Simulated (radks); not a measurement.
Q: Radial electron density D(r) = 4 pi r^2 rho(r) of an atom or ion with 6 electrons. All-electron calculation, scalar-relativistic Kohn-Sham, PBE, spin-polarised, spherical densities, finite nucleus; Fermi nuclear charge, rms radius of each element as measured or else 0.836 A^(1/3) + 0.57 fm. Program: a radial shooting solver on a logarithmic mesh with Libxc functionals.

```
   r/bohr * D(r) (the largest magnitude, 9.78, reaches the edge; | marks zero)
 0.005566 |*
 0.006176 |*
 0.006798 |*
 0.007543 | *
 0.008303 | *
 0.009213 | *
  0.01014 |  *
  0.01125 |  *
  0.01239 |   *
  0.01374 |    *
  0.01513 |     *
  0.01679 |      *
  0.01848 |       *
   0.0205 |        *
  0.02275 |          *
  0.02504 |            *
  0.02779 |              *
  0.03059 |                 *
  0.03394 |                   *
  0.03736 |                      *
  0.04146 |                         *
  0.04563 |                             *
  0.05063 |                                 *
  0.05574 |                                    *
  0.06185 |                                        *
  0.06808 |                                           *
  0.07554 |                                               *
  0.08382 |                                                  *
  0.09226 |                                                    *
   0.1024 |                                                     *
   0.1127 |                                                      *
    0.125 |                                                      *
   0.1376 |                                                    *
   0.1527 |                                                 *
   0.1681 |                                              *
   0.1865 |                                         *
   0.2053 |                                     *
   0.2278 |                                *
   0.2528 |                           *
   0.2783 |                       *
   0.3088 |                    *
   0.3399 |                   *
   0.3771 |                  *
   0.4151 |                   *
   0.4606 |                    *
   0.5071 |                      *
   0.5626 |                        *
   0.6193 |                         *
   0.6872 |                          *
   0.7564 |                         *
   0.8394 |                       *
   0.9314 |                    *
    1.025 |                *
    1.138 |            *
    1.252 |         *
    1.389 |      *
    1.529 |   *
    1.697 |  *
    1.868 |*
    2.073 |*
    2.282 *
    2.532 *
    2.787 *
    3.092 *
```

What is the nuclear charge?

A: Z = 9. The innermost maximum, from 1s, lies near gamma/Z bohr with gamma = sqrt(1 - (Z/c)^2) = 0.998, here 0.111 bohr (found: 0.114), and its height grows with Z. The density is that of the fluorine ion F3+ in [He] 2s2 2p2; the configuration itself is not fixed sharply by these data. D(r) has 2 maxima, at r = 0.114, 0.671 bohr, and minima at 0.371 bohr, inside which lie 2.18 electrons.
